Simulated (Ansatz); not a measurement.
Molecule: sum formula GeCl3F (charge 0, singlet). 
Coordinates optimised at B3LYP-D3(BJ)/def2-TZVP (Ansatz, a program for electronic structure):
```xyz
5

F      0.0235    -0.0797     1.9082
Ge     0.0023    -0.0078     0.1874
Cl    -1.6640    -1.1416    -0.4823
Cl     1.8287    -0.8353    -0.5126
Cl    -0.1816     2.0338    -0.3679
```
Charge 0, spin multiplicity 1.

Total electronic energies in hartree. Correlated levels leave the core frozen unless marked. No spin-orbit coupling. Frozen are the shells of the preceding noble gas and the d and f shells that filled before the atom's block. Non-relativistic. CBS(X,Y): correlation extrapolated as X^-3; Hartree-Fock from the larger set.

```json
[
 {"level": "SVWN5/def2-TZVPD", "program": "Ansatz", "energy (Eh)": "-3549.50721"},
 {"level": "PBE/def2-TZVPD", "program": "Ansatz", "energy (Eh)": "-3556.74112"},
 {"level": "BLYP/def2-TZVPD", "program": "Ansatz", "energy (Eh)": "-3557.75013"},
 {"level": "r2SCAN-D3(BJ)/def2-TZVPD", "program": "Ansatz + dftd3", "energy (Eh)": "-3557.57646"},
 {"level": "PBE0-D4/def2-TZVPD", "program": "Ansatz + dftd4", "energy (Eh)": "-3556.90837"},
 {"level": "BHLYP-D4/def2-TZVPD", "program": "Ansatz + dftd4", "energy (Eh)": "-3557.66445"},
 {"level": "r2SCAN0-D4/def2-TZVPD", "program": "Ansatz + dftd4", "energy (Eh)": "-3557.53262"},
 {"level": "LC-wPBE/def2-TZVPD", "program": "Ansatz", "energy (Eh)": "-3557.00279"},
 {"level": "B2GP-PLYP-D3(BJ)/def2-TZVPD", "program": "Ansatz + dftd3", "energy (Eh)": "-3556.57109"},
 {"level": "B2PLYP-D3(BJ)/def2-TZVPD", "program": "Ansatz + dftd3", "energy (Eh)": "-3556.86908"},
 {"level": "MP2/CBS(def2-TZVPPD,def2-QZVPPD)", "program": "Ansatz", "energy (Eh)": "-3554.7312"},
 {"level": "SCS-MP2/def2-TZVPPD", "program": "Ansatz", "energy (Eh)": "-3554.47631"},
 {"level": "CCSD/def2-QZVPPD", "program": "Ansatz", "energy (Eh)": "-3554.70613"},
 {"level": "CCSD(T)/def2-SVPD", "program": "Ansatz", "energy (Eh)": "-3553.50043"},
 {"level": "CCSD(T)/CBS(def2-TZVPPD,def2-QZVPPD)", "program": "Ansatz", "energy (Eh)": "-3554.8164"}
]
```

Totals of different functionals don't rank their quality; only differences between species are comparable.
